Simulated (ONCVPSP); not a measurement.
Configuration tests for Br (Z = 35) (ONCV)

| Property | Result |
| --- | --- |
| Element | Br |
| Generator | ONCVPSP 4.0.1 |
| Type | optimised norm-conserving Vanderbilt (ONCV) |
| Functional | PBE |
| Relativity | scalar-relativistic |
| Frozen core | [Ar] |
| Valence charge | 17 |
| Reference configuration | 3d10 4s2 4p5 |
| Partial waves | 4s: rc 1.50 bohr, ncon 4, nbas 7, qcut 4.4 1/bohr, 2 projectors, debl 1.9 Ha; 4p: rc 1.75 bohr, ncon 4, nbas 7, qcut 4.4 1/bohr, 2 projectors, debl 1.7 Ha; 3d: rc 1.10 bohr, ncon 5, nbas 10, qcut 14 1/bohr, 2 projectors, debl 2 Ha |
| Local potential | polynomial inside 1.05 bohr (lpopt 5, dvloc0 0 Ha) |
| Core correction | polynomial model core, fcfact 0.5 |

In the d channel the program set the typed energies aside and used -2.452, 0.250 Ha.

Energies are relative to the spin-unpolarised reference configuration 3d10 4s2 4p5; without spin polarisation the order of configurations can differ from experiment.

Task: Give the all-electron excitation energy and the error of the potential for: 3d10 4s2 4p4; 3d10 4s2 4p3; 3d10 4s2 4p2; 3d10 4s2 4p4.5.

Result:

| valence configuration | charge | ΔE all-electron (eV) | error AE − PS (meV) |
| --- | --- | --- | --- |
| 3d10 4s2 4p4 | +1 | 12.554 | -2.3 |
| 3d10 4s2 4p3 | +2 | 35.315 | -6.7 |
| 3d10 4s2 4p2 | +3 | 69.298 | -14 |
| 3d10 4s2 4p4.5 | +0.5 | 5.075 | -1.0 |

Levels in the configuration 3d10 4s2 4p3:

| level | all-electron (eV) | pseudo (eV) |
| --- | --- | --- |
| 3d | -90.787 | -90.633 |
| 4s | -41.838 | -41.837 |
| 4p | -28.226 | -28.227 |

Note: no bound ghost flagged; GHOST(+) flagged for s at 61.5 eV.
